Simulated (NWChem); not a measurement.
Program: NWChem. System: CH$_{4}$OSi, charge 1, spin multiplicity 2, at the geometry of a parent with another charge or spin, in a state set for the comparison that need not be this species' ground state. Its SCF solution wasn't tested for a lower state. Level: UPBE0/def2-SVP.

Input file:

```
start mol
memory heap 200 mb stack 900 mb global 1100 mb
charge 1
geometry units angstroms nocenter noautoz
  Si    -0.973017     0.747391     0.000000
  H      0.181777     1.795083     0.000000
  O     -0.017497    -0.617180     0.000000
  C      1.382996    -0.793239     0.000000
  H      1.683358    -1.368576     0.891773
  H      1.683358    -1.368576    -0.891773
  H      1.915737     0.175466     0.000000
  symmetry group Cs
end
basis spherical
  * library def2-svp
end
dft
  xc pbe0
  odft
  mult 2
  semidirect memsize 60000000 filesize 0
  iterations 100
end
task dft energy
```

Part of the output:

```
             Northwest Computational Chemistry Package (NWChem) 7.3.0
             --------------------------------------------------------

                                NWChem Input Module
                                -------------------

 Scaling coordinates for geometry "geometry" by  1.889725989
 (inverse scale =  0.529177249)

 Turning off AUTOSYM since
 SYMMETRY directive was detected!

                             Geometry "geometry" -> ""
                             -------------------------

 Output coordinates in angstroms (scale by  1.889725989 to convert to a.u.)

  No.       Tag          Charge          X              Y              Z
 ---- ---------------- ---------- -------------- -------------- --------------
    1 Si                  14.0000    -0.97301700     0.74739100     0.00000000
    2 H                    1.0000     0.18177700     1.79508300     0.00000000
    3 O                    8.0000    -0.01749700    -0.61718000     0.00000000
    4 C                    6.0000     1.38299600    -0.79323900     0.00000000
    5 H                    1.0000     1.68335800    -1.36857600     0.89177300
    6 H                    1.0000     1.68335800    -1.36857600    -0.89177300
    7 H                    1.0000     1.91573700     0.17546600     0.00000000

 Effective nuclear repulsion energy (a.u.)      99.8749083080

            Nuclear Dipole moment (a.u.)
            ----------------------------
        X                 Y               Z
 ---------------- ---------------- ----------------
    -0.0000151178    -0.0000056692     0.0000000000

      Symmetry information
      --------------------

 Group name             Cs
 Group number              2
 Group order               2
 No. of unique centers     6

      Symmetry unique atoms

     1    2    3    4    5    7


 Summary of "ao basis" -> "" (spherical)
 ------------------------------------------------------------------------------
       Tag                 Description            Shells   Functions and Types
 ---------------- ------------------------------  ------  ---------------------
[...]
    53      0.050586  5 H  s                 58     -0.050586  6 H  s

 Vector   18  Occ=0.000000D+00  E=-1.969455D-01  Symmetry=a'
              MO Center= -9.1D-01,  6.3D-01, -6.2D-16, r^2= 3.4D+00
   Bfn.  Coefficient  Atom+Function         Bfn.  Coefficient  Atom+Function
  ----- ------------  ---------------      ----- ------------  ---------------
    12      0.937889  1 Si py                26      0.622258  3 O  s
    20     -0.425398  2 H  s                  9      0.337846  1 Si py
    44      0.212287  4 C  px                25      0.175185  3 O  s
    41      0.174805  4 C  px                63     -0.167702  7 H  s
     6     -0.164708  1 Si py                40      0.150417  4 C  s

   alpha - beta orbital overlaps
   -----------------------------

   alpha      1      2      3      4      5      6      7      8      9     10
    beta      1      2      3      4      5      7      6      8      9     10
 overlap   1.000  1.000  1.000  1.000  1.000  0.999  0.999  1.000  0.998  0.980

   alpha     11     12     13     14     15     16     17     18     19     20
    beta     11     12     13     16     14     15     17     18     19     20
 overlap   0.966  1.000  0.958  0.908  0.918  0.999  0.996  0.983  0.981  0.996

   alpha     21     22     23     24     25     26     27     28     29     30
    beta     21     22     24     23     25     26     28     27     29     30
 overlap   0.969  1.000  0.795  0.819  0.997  0.772  0.986  0.769  0.991  0.987

   alpha     31     32     33     34     35     36     37     38     39     40
    beta     31     33     32     34     35     36     37     38     39     40
 overlap   0.854  0.854  0.992  0.943  0.937  0.968  0.963  1.000  0.967  0.976

   alpha     41     42     43     44     45     46     47     48     49     50
    beta     41     42     43     44     45     47     46     48     49     50
 overlap   1.000  0.999  1.000  0.999  0.988  0.999  0.991  1.000  0.992  1.000

   alpha     51     52     53     54     55     56     57     58     59     60
    beta     51     52     53     54     55     56     57     58     59     60
 overlap   1.000  1.000  1.000  0.936  0.937  1.000  1.000  1.000  1.000  1.000

   alpha     61     62     63     64     65     66
    beta     61     62     63     64     65     66
 overlap   1.000  1.000  1.000  1.000  1.000  1.000

     --------------------------
     Expectation value of S2:
     --------------------------
      <S2> =      0.7612 (Exact =     0.7500)

 center of mass
 --------------
 x =  -0.17003343 y =   0.02351003 z =   0.00000000

 moments of inertia (a.u.)
 ------------------
         135.409971608335         133.008530896612           0.000000000000
         133.008530896612         214.283535233110           0.000000000000
           0.000000000000           0.000000000000         338.244931976090

     Multipole analysis of the density
     ---------------------------------

     L   x y z        total         alpha         beta         nuclear
     -   - - -        -----         -----         ----         -------
     0   0 0 0      1.000000    -16.000000    -15.000000     32.000000

     1   1 0 0     -0.630383      0.737558     -1.367926     -0.000015
     1   0 1 0      1.200498     -0.296960      1.497464     -0.000006
     1   0 0 1      0.000000      0.000000      0.000000      0.000000

     2   2 0 0     -9.906868    -70.108264    -61.584986    121.786382
     2   1 1 0     -4.235253     35.865289     33.542592    -73.643135
     2   1 0 1     -0.000000     -0.000000     -0.000000      0.000000
     2   0 2 0    -13.129852    -47.878492    -42.536605     77.285245
     2   0 1 1      0.000000      0.000000     -0.000000      0.000000
     2   0 0 2    -15.349276    -11.169966     -9.859153      5.679843

 Task  times  cpu:        3.8s     wall:        3.8s

 Total times  cpu:        3.9s     wall:        3.9s
```
